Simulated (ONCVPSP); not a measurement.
Pseudopotential generation for aluminium (Al): ONCV, PBEsol, non-relativistic.

| Property | Result |
| --- | --- |
| Element | aluminium |
| Generator | ONCVPSP 4.0.1 |
| Type | optimised norm-conserving Vanderbilt (ONCV) |
| Functional | PBEsol |
| Relativity | non-relativistic |
| Frozen core | [Ne] |
| Valence charge | 3 |
| Reference configuration | 3s2 3p1 |
| Partial waves | 3s: rc 1.95 bohr, ncon 3, nbas 7, qcut 3.5 1/bohr, 2 projectors, debl 3.1 Ha; 3p: rc 1.90 bohr, ncon 4, nbas 7, qcut 5.2 1/bohr, 2 projectors, debl 3.3 Ha; d scattering state at 0.42 Ha: rc 2.15 bohr, ncon 5, nbas 10, qcut 4.8 1/bohr, 2 projectors, debl 2.3 Ha |
| Local potential | polynomial inside 1.20 bohr (lpopt 5, dvloc0 1 Ha) |
| Core correction | Teter function, fcfact 2.25, rcfact 1.55 |

Task: Does the generator finish with these settings?

Result: Yes, a potential is produced and its reference levels are reproduced.

Task: Estimate the cutoffs (Ha) at which the residual kinetic energy of the hardest occupied pseudo-wave falls to 1 and 0.1 mHa per electron.

Result: 5.2 Ha and 11 Ha. The cutoffs count occupied waves only; projector 2 of the p channel, the hardest unoccupied one, needs 48 Ha at the loose tolerance.

Task: Does the potential have ghost states?

Result: No bound ghost flagged; GHOST(+) flagged for s at 121.6 eV.

Task: Which valence shell sets the plane-wave cutoff?

Result: 3s: 5 Ha for 1 mHa per electron, against 2 Ha for 3p.

Task: Tests: 3s2 3p0; 3s1 3p0; 3s2 3p0.5; 3s1 3p2. Which has the largest error in its energy relative to the reference configuration, and how large is it?

Result: 3s1 3p0, with -39 meV (all-electron minus pseudo) on +24.88 eV.
